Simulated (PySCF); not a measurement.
Gas-phase reaction: WOF4 + 2 H2O2 ⇌ WO2(OH)2 + F2O + 2 HF

Energies from PySCF (xtb for GFN2), thermal terms from the rigid-rotor harmonic-oscillator model, ideal gas at 1 bar. † marks an energy on the PBE0/def2-TZVP geometry and frequencies; other levels use their own. MP2 and CCSD(T) freeze the core. All species are closed-shell singlets. B3LYP is the form with VWN-RPA correlation. W: scalar-relativistic def2 core potential, no spin-orbit coupling. MP2 isn't extrapolated to the basis-set limit. CCSD(T) isn't extrapolated to the basis-set limit. Warning, large T1 diagnostic: WO2(OH)2, WOF4 (CCSD(T)/def2-SVP†). Warning, point group unlike the PBE0 one: H2O2, WO2(OH)2 (GFN2-xTB).

```json
[
 {"level": "B3LYP/def2-TZVP†", "ΔH°(298 K), kJ": "269"},
 {"level": "CCSD(T)/def2-SVP†", "ΔH°(298 K), kJ": "…"},
 {"level": "GFN2-xTB", "ΔH°(298 K), kJ": "805"},
 {"level": "HF/def2-TZVP†", "ΔH°(298 K), kJ": "…"},
 {"level": "M06-2X/def2-TZVP†", "ΔH°(298 K), kJ": "…"},
 {"level": "MP2/def2-TZVPP†", "ΔH°(298 K), kJ": "233"},
 {"level": "PBE/def2-SVP", "ΔH°(298 K), kJ": "316"},
 {"level": "PBE/def2-TZVP†", "ΔH°(298 K), kJ": "…"},
 {"level": "PBE0/def2-QZVP†", "ΔH°(298 K), kJ": "275"},
 {"level": "PBE0/def2-TZVP", "ΔH°(298 K), kJ": "270"}
]
```

Task: What belongs in the gaps?

Result: 
- CCSD(T)/def2-SVP†, ΔH°(298 K), kJ: 289
- HF/def2-TZVP†, ΔH°(298 K), kJ: 310
- M06-2X/def2-TZVP†, ΔH°(298 K), kJ: 270
- PBE/def2-TZVP†, ΔH°(298 K), kJ: 254
